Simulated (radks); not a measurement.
Results of a calculation; reference values are marked as such.
Pr I, configuration [Xe] 4f3.5 6s0.5 6p1 (fractional occupations, a model configuration). Code: a radial shooting solver on a logarithmic mesh with Libxc functionals. Model: Dirac Kohn-Sham, PBE, spin-unpolarised, spherical densities, finite nucleus; open shells fill j = l - 1/2 first; Fermi nuclear charge, rms radius 4.8919 fm. Some entries of the table are withheld. Estimate them.

orbital,occ.,eigenvalue (hartree),<r> (bohr)
1s1/2,2,-1535.126,0.02409
2s1/2,2,-246.8038,0.1026
2p1/2,2,-233.2625,0.08605
2p3/2,4,-215.5402,0.09236
3s1/2,2,-53.18203,(1)
3p1/2,2,-47.42073,(2)
3p3/2,4,-43.90926,(3)
3d3/2,4,(4),0.2452
3d5/2,6,(5),0.2490
4s1/2,2,-10.51475,0.6228
4p1/2,2,(6),0.6408
4p3/2,4,(7),0.6687
4d3/2,4,(8),0.7229
4d5/2,6,(9),0.7330
5s1/2,2,-1.40730,1.520
5p1/2,2,-0.84314,1.725
5p3/2,4,-0.74405,1.817
6s1/2,0.5,-0.13600,4.615
6p1/2,1,-0.06264,(10)
6p3/2,0,-0.05719,(11)
4f5/2,3.5,-0.00894,1.405

Answer. 
(1) 3s1/2 <r> (bohr): 0.2720
(2) 3p1/2 <r> (bohr): 0.2617
(3) 3p3/2 <r> (bohr): 0.2740
(4) 3d3/2 eigenvalue (hartree): -33.85477
(5) 3d5/2 eigenvalue (hartree): -33.09786
(6) 4p1/2 eigenvalue (hartree): -8.35946
(7) 4p3/2 eigenvalue (hartree): -7.60537
(8) 4d3/2 eigenvalue (hartree): -4.06802
(9) 4d5/2 eigenvalue (hartree): -3.93600
(10) 6p1/2 <r> (bohr): 6.112
(11) 6p3/2 <r> (bohr): 6.394
